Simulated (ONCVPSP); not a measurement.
## What the settings do to the ONCV potential of As

Base potential:

arsenic, optimised norm-conserving Vanderbilt (ONCV), made with ONCVPSP 4.0.1 (BLYP, scalar-relativistic). Core [Ar] 3d10, reference 4s2 4p3. Waves: 4s: rc 1.30 bohr, ncon 4, nbas 9, qcut 5 1/bohr, 2 projectors, debl 1 Ha; 4p: rc 2.05 bohr, ncon 3, nbas 6, qcut 3.4 1/bohr, 1 projector; d scattering state at 0.06 Ha: rc 1.80 bohr, ncon 3, nbas 7, qcut 4.8 1/bohr, 3 projectors, debl 3.1 Ha. Local part: polynomial inside 1.15 bohr (lpopt 5, dvloc0 -1 Ha). Core correction: Teter function, fcfact 2, rcfact 1.8.

All-electron outer shells of the reference configuration (BLYP, scalar-relativistic, ld1.x):

```json
{"shell": "3p", "level (eV)": "-133.43", "outermost node (bohr)": "0.22", "outermost maximum (bohr)": "0.52"}
{"shell": "3d", "level (eV)": "-40.52", "outermost node (bohr)": "–", "outermost maximum (bohr)": "0.47"}
{"shell": "4s", "level (eV)": "-14.41", "outermost node (bohr)": "0.73", "outermost maximum (bohr)": "1.61"}
{"shell": "4p", "level (eV)": "-5.07", "outermost node (bohr)": "0.78", "outermost maximum (bohr)": "1.97"}
```

Cutoffs, loose and tight: the cutoffs (Ha) at which the residual kinetic energy of the hardest occupied pseudo-wave falls to 1 and 0.1 mHa per electron. They do not see the model core or the augmentation charge, which bear on the density cutoff. Test errors are all-electron minus pseudo excitation energies from the reference, over the configurations 4s2 4p2; 4s2 4p1; 4s2 4p0; 4s2 4p2.5. A dash means not determined; rows that change the core or the reference have their own tests.

For the base: The cutoffs count occupied waves only; projector 3 of the d channel, the hardest unoccupied one, needs 168 Ha at the loose tolerance.

A true bound ghost makes a file unfit for plane-wave use even where its test errors are small: the radial tests pick states by their node count and pass the ghost by.

| change | outcome | cutoff, loose | cutoff, tight | bound ghosts | GHOST(+) flags above zero | largest test error (meV) |
| --- | --- | --- | --- | --- | --- | --- |
| base | generated | 30 Ha | 135 Ha | s | s, d | -392 |
| functional PBE | generated | 28 Ha | 134 Ha | s | s, d | -561 |
| p: rc 1.8 | generated | 30 Ha | 135 Ha | s | s, d | -356 |
| p: qcut 3.7 | generated | 30 Ha | 135 Ha | s | s, d | -389 |
| s: ncon 3, nbas 8 | generated | 10 Ha | 95 Ha | s | s, d | -395 |
| d: qcut 4 | generated | 30 Ha | 135 Ha | s | s, d | -392 |
| local potential polynomial inside 1.25 bohr (lpopt 5, dvloc0 0 Ha) | generated | 30 Ha | 135 Ha | s | d | -392 |
| s: rc 1.92 | generated | 9.3 Ha | 21 Ha | none | s, d | -386 |

Q: What comes out with this change to the base: core [Ar], valence charge 15; reference 3d10 4s1 4p4; waves now 4s: rc 1.40 bohr, ncon 4, nbas 7, qcut 5.4 1/bohr, 2 projectors, debl 2.2 Ha; 4p: rc 1.45 bohr, ncon 3, nbas 7, qcut 4.7 1/bohr, 2 projectors, debl 1.8 Ha; 3d: rc 0.80 bohr, ncon 4, nbas 9, qcut 20.9 1/bohr, local; f scattering state at 0.33 Ha: rc 1.60 bohr, ncon 3, nbas 6, qcut 6.4 1/bohr, 3 projectors, debl 2.3 Ha; local potential the d channel?

A: outcome: generated; cutoff, loose: 166 Ha; cutoff, tight: 186 Ha; bound ghosts: s, p; GHOST(+) flags above zero: s; largest test error (meV): -664.

Q: What comes out with this change to the base: s: qcut 3.5; p: qcut 2.4; d: qcut 3.3?

A: outcome: generated; cutoff, loose: 21 Ha; cutoff, tight: 86 Ha; bound ghosts: none; GHOST(+) flags above zero: s, d; largest test error (meV): -381.

Q: What comes out with this change to the base: core correction Teter function, fcfact 1.4, rcfact 1.8?

A: outcome: generated; cutoff, loose: 30 Ha; cutoff, tight: 135 Ha; bound ghosts: s; GHOST(+) flags above zero: s, d; largest test error (meV): -272.
